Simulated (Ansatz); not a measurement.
`N[B](N)[AlH2]` + `[NH2][AlH2]` → `[AlH2][NH][AlH2]` + `NBN`  (cleavage of the Al–B bond)

Computed with Ansatz on PBE0-D4/def2-TZVP structures; ΔE is electronic, products minus reactants. CBS: MP2 limit from def2 TZ/QZ plus the TZ coupled-cluster correction, frozen cores. This one scheme is used for every species. DFT in def2-TZVPP. Each species was taken in one conformer, which may not be the lowest.

(1) Is it downhill or uphill in electronic energy at CCSD(T)/CBS, and by how much? (An estimate is asked.)

(2) What do these levels give: LDA (SPW92), r2SCAN-D4, r2SCAN0, BHLYP, LC-ωPBE, CCSD(T)/def2-SVP? (An estimate is asked.)

(3) What do rigid-rotor, harmonic-oscillator terms from PBE0-D4/def2-TZVP frequencies (298.15 K, 1 bar) make of the CCSD(T)/CBS value? (Estimate.)

Largest T1 diagnostic among the species: 0.012.

Answers

(1) The calculation gave: Downhill: ΔE = -1.41 eV.

(2) The calculation gave: LDA (SPW92) -1.26, r2SCAN-D4 -1.40, r2SCAN0 -1.42, BHLYP -1.46, LC-ωPBE -1.34, CCSD(T)/def2-SVP -1.44 eV.

(3) The calculation gave: ΔZPE = -0.01 eV, ΔH = -1.43 eV, ΔS = -6 J/(mol·K), ΔG = -1.41 eV.

From BLYP to BHLYP (50 % exact exchange), in def2-TZVPP and without D4, ΔE moves by −0.11 eV. At CCSD(T), def2-SVP lies −0.04 eV from the extrapolated value and def2-TZVPP −0.01 eV. Leaving LDA and LC-ωPBE aside and taking each functional with its dispersion term where it has one, the values, not all of them listed here, spread over 0.24 eV, from BHLYP-D4 to revPBE-D4.
